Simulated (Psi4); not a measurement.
H₅AsGeO₃, singlet, at a GFN2-xTB geometry, atoms displaced at random by about 0.08 Å a coordinate; PBE0/STO-3G, gradient in Psi4 1.11.

The Psi4 input:
```
memory 2 GB

molecule mol {
0 1
  O    -1.049891   -0.152266    1.838712
  Ge   -0.623595    0.067716    0.222046
  O    -1.204689    1.670812   -0.533643
  O    -1.843442   -1.183282   -0.508113
  As    1.521462   -0.222029   -0.674563
  H    -0.758571    0.620202    2.410238
  H    -2.154860    1.703123   -0.546574
  H    -2.203634   -1.730313    0.163567
  H     1.898212   -1.265223    0.789201
  H     2.105302    1.020288    0.427196
symmetry c1
no_reorient
no_com
}

set basis sto-3g
set reference rks

gradient('pbe0')
print_variables()
```

Q: Predict the main parts of the log of this Psi4 run.

A: 
```
gradient() will perform analytic gradient computation.

   => Loading Basis Set <=

    Name: STO-3G
    Role: ORBITAL
    Keyword: BASIS

         ---------------------------------------------------------
                                   SCF
               by Justin Turney, Rob Parrish, Andy Simmonett
                          and Daniel G. A. Smith
                              RKS Reference
         ---------------------------------------------------------

  ==> Geometry <==

    Molecular point group: c1
    Full point group: C1

    Geometry (in Angstrom), charge = 0, multiplicity = 1:

       Center              X                  Y                   Z               Mass
    ------------   -----------------  -----------------  -----------------  -----------------
         O           -1.049891000000    -0.152266000000     1.838712000000    15.994914619570
         GE          -0.623595000000     0.067716000000     0.222046000000    73.921177761000
         O           -1.204689000000     1.670812000000    -0.533643000000    15.994914619570
         O           -1.843442000000    -1.183282000000    -0.508113000000    15.994914619570
         AS           1.521462000000    -0.222029000000    -0.674563000000    74.921594570000
         H           -0.758571000000     0.620202000000     2.410238000000     1.007825032230
         H           -2.154860000000     1.703123000000    -0.546574000000     1.007825032230
         H           -2.203634000000    -1.730313000000     0.163567000000     1.007825032230
         H            1.898212000000    -1.265223000000     0.789201000000     1.007825032230
         H            2.105302000000     1.020288000000     0.427196000000     1.007825032230

  Running in c1 symmetry.

  Rotational constants: A =      0.11124  B =      0.03999  C =      0.03884 [cm^-1]
  Rotational constants: A =   3335.03531  B =   1198.79990  C =   1164.42291 [MHz]
  Nuclear repulsion =  714.305082455650449

  Charge       = 0
  Multiplicity = 1
  Electrons    = 94
  Nalpha       = 47
  Nbeta        = 47

  ==> Algorithm <==

  SCF Algorithm Type is DF.
  DIIS enabled.
  MOM disabled.
  Fractional occupation disabled.
  Guess Type is SAD.
  Energy threshold   = 1.00e-08
  Density threshold  = 1.00e-08
  Integral threshold = 1.00e-12

  ==> Primary Basis <==

  Basis Set: STO-3G
    Blend: STO-3G
    Number of shells: 30
    Number of basis functions: 56
    Number of Cartesian functions: 58
    Spherical Harmonics?: true
    Max angular momentum: 2

  ==> DFT Potential <==

   => LibXC <=

    Version 7.1.2
    S. Lehtola, C. Steigemann, M. J. T. Oliveira, and M. A. L. Marques,  SoftwareX 7, 1–5 (2018) (10.1016/j.softx.2017.11.002)

   => Composite Functional: PBE0 <=

    PBE0 Hyb-GGA Exchange-Correlation Functional

    C. Adamo and V. Barone,  J. Chem. Phys. 110, 6158 (1999) (10.1063/1.478522)
    M. Ernzerhof and G. E. Scuseria,  J. Chem. Phys. 110, 5029 (1999) (10.1063/1.478401)

    Deriv               =              1
    GGA                 =           TRUE
    Meta                =          FALSE

    Exchange Hybrid     =           TRUE
    MP2 Hybrid          =          FALSE

   => Exchange Functionals <=

    0.7500   Perdew, Burke & Ernzerhof

   => Exact (HF) Exchange <=

    0.2500               HF

   => Correlation Functionals <=

    1.0000   Perdew, Burke & Ernzerhof

   => LibXC Density Thresholds  <==

    XC_HYB_GGA_XC_PBEH:  1.00E-15

   => Molecular Quadrature <=

    Radial Scheme          =       TREUTLER
    Pruning Scheme         =           NONE
    Nuclear Scheme         =       TREUTLER

    Blocking Scheme        =         OCTREE
    BS radius alpha        =              1
    Pruning alpha          =              1
    Radial Points          =             75
    Spherical Points       =            302
    Total Points           =         212165
    Total Blocks           =           1636
    Max Points             =            256
[...]
  @DF-RKS Final Energy: -4488.48592309579271
    Total Energy =                      -4488.4859230957927139
[...]
         AS           1.521462000000    -0.222029000000    -0.674563000000    74.921594570000
         H           -0.758571000000     0.620202000000     2.410238000000     1.007825032230
         H           -2.154860000000     1.703123000000    -0.546574000000     1.007825032230
         H           -2.203634000000    -1.730313000000     0.163567000000     1.007825032230
         H            1.898212000000    -1.265223000000     0.789201000000     1.007825032230
         H            2.105302000000     1.020288000000     0.427196000000     1.007825032230

  Nuclear repulsion =  714.305082455650449

  ==> Basis Set <==

  Basis Set: STO-3G
    Blend: STO-3G
    Number of shells: 30
    Number of basis functions: 56
    Number of Cartesian functions: 58
    Spherical Harmonics?: true
    Max angular momentum: 2

  ==> DFJKGrad: Density-Fitted SCF Gradients <==

    Gradient:                    1
    J tasked:                  Yes
    K tasked:                  Yes
    wK tasked:                  No
    Integrals threads:           1
    Schwarz Cutoff:          1E-12
    Fitting Condition:       1E-10

   => Auxiliary Basis Set <=

  Basis Set: (STO-3G AUX)
    Blend: DEF2-UNIVERSAL-JKFIT
    Number of shells: 225
    Number of basis functions: 853
    Number of Cartesian functions: 1121
    Spherical Harmonics?: true
    Max angular momentum: 5

  ==> DFT Potential <==

   => LibXC <=

    Version 7.1.2
    S. Lehtola, C. Steigemann, M. J. T. Oliveira, and M. A. L. Marques,  SoftwareX 7, 1–5 (2018) (10.1016/j.softx.2017.11.002)

   => Composite Functional: PBE0 <=

    PBE0 Hyb-GGA Exchange-Correlation Functional

    C. Adamo and V. Barone,  J. Chem. Phys. 110, 6158 (1999) (10.1063/1.478522)
    M. Ernzerhof and G. E. Scuseria,  J. Chem. Phys. 110, 5029 (1999) (10.1063/1.478401)

    Deriv               =              1
    GGA                 =           TRUE
    Meta                =          FALSE

    Exchange Hybrid     =           TRUE
    MP2 Hybrid          =          FALSE

   => Exchange Functionals <=

    0.7500   Perdew, Burke & Ernzerhof

   => Exact (HF) Exchange <=

    0.2500               HF

   => Correlation Functionals <=

    1.0000   Perdew, Burke & Ernzerhof

   => LibXC Density Thresholds  <==

    XC_HYB_GGA_XC_PBEH:  1.00E-15

   => Molecular Quadrature <=

    Radial Scheme          =       TREUTLER
    Pruning Scheme         =           NONE
    Nuclear Scheme         =       TREUTLER

    Blocking Scheme        =         OCTREE
    BS radius alpha        =              1
    Pruning alpha          =              1
    Radial Points          =             75
    Spherical Points       =            302
    Total Points           =         212165
    Total Blocks           =           1636
    Max Points             =            256
    Max Functions          =             51
    Weights Tolerance      =       1.00E-15

  -Total Gradient:
     Atom            X                  Y                   Z
    ------   -----------------  -----------------  -----------------
       1        0.001069177839    -0.000051001085    -0.004463617576
       2        0.065574186867     0.005178542091     0.043886206651
       3       -0.101905611166     0.027369122161    -0.015278747835
       4       -0.067097233619    -0.088131393047     0.071139889195
       5       -0.043699292306    -0.007081980468    -0.130539651887
       6       -0.002893081435    -0.003088212263    -0.001990115731
       7        0.079463582173     0.010178181839    -0.005502868221
       8        0.028401288189     0.048859043516    -0.082807078270
       9        0.016945169914    -0.040050985177     0.072130759200
      10        0.024314229440     0.046824320711     0.053896672969

  Variable Map:
  ----------------------------------------------------------------------------
[...]
  Array Variable Map:
  ----------------------------------------------------------------------------
[...]
[...]
```
